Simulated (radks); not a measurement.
Results of a calculation; reference values are marked as such.
All-electron atom: the xenon ion Xe39+ in [Ne] 3s2 3p3.

Level of theory: non-relativistic Kohn-Sham, LDA (Slater exchange, Perdew-Wang correlation), spin-unpolarised, spherical densities, point nucleus; relativity is left out, which matters for an element this heavy (a radial shooting solver on a logarithmic mesh with Libxc functionals).

Energy parts (eV):
total: -161049.507
kinetic: 161011.323
electron-nucleus: -340753.505
Hartree: 21373.258
exchange-correlation: -2680.584

Orbitals (lengths in bohr, moments of r in powers of bohr; r(max) is where P^2 peaks; r(90%) holds 90 % of the orbital's charge):
orbital  occ.  eigenvalue (eV)  <1/r>     <r^2>   r(max)  r(90%)
1s          2        -35224.16  53.44  0.001060  0.01866  0.0501
2s          2        -7217.166  12.46   0.01669   0.1023   0.183
2p          6        -6953.906  12.44   0.01246  0.07981   0.164
3s          2        -2848.016  5.124   0.09352   0.2724   0.415
3p          3        -2751.643  5.079   0.08574   0.2567   0.403

The highest occupied level is 3p at -2751.6 eV. Virial ratio -V/T = 2.00024. Summed over all electrons, <r^2> = 0.5545 bohr^2, which gives a Langevin (diamagnetic) susceptibility term of -0.439 x 10^-6 cm^3/mol. The density falls to 0.001 e/bohr^3 at r = 0.79 bohr.
